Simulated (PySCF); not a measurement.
## Two-component Hartree-Fock for Gd⁴⁶⁺ (gadolinium, charge +46)

Start: [Ar]. Calculated with PySCF 2.14 in an uncontracted even-tempered set (18 s from 3.9 bohr⁻², ratio 2.6; 14 p from 5 bohr⁻², ratio 2.6; 5 d from 5.1 bohr⁻², ratio 2.8; 3 f from 83 bohr⁻², ratio 2.8): generalised Hartree-Fock with the X2C-1e Hamiltonian and a Gaussian nucleus; spin-orbit coupling (SO) screened by Boettger's factors.

```tsv
spinor shell	electrons	ε, screened SO (eV)	weight of nominal j (screened SO)	rms radius, screened SO (bohr)
1s1/2	2	-53416.2	1.000	0.0249
2s1/2	2	-11290.8	1.000	0.0997
2p1/2	2	-10871.9	1.000	0.0852
2p3/2	4	-10159.1	1.000	0.0913
3s1/2	2	-4331.1	1.000	0.242
3p1/2	2	-4159.2	1.000	0.231
3p3/2	4	-3981.7	1.000	0.241
```

| quantity | screened SO |
| --- | --- |
| E (hartree) | -9357.50455 |
| M_J | 0 |
| ⟨J²⟩ | 0.000 |
| ⟨L²⟩ | 0.029 |
| ⟨S²⟩ | 0.029 |

Breit and QED terms are absent; they matter most for the inner s and p1/2 levels.

Densities and radii are taken from the X2C orbitals without a picture-change correction, which distorts them close to the nucleus.
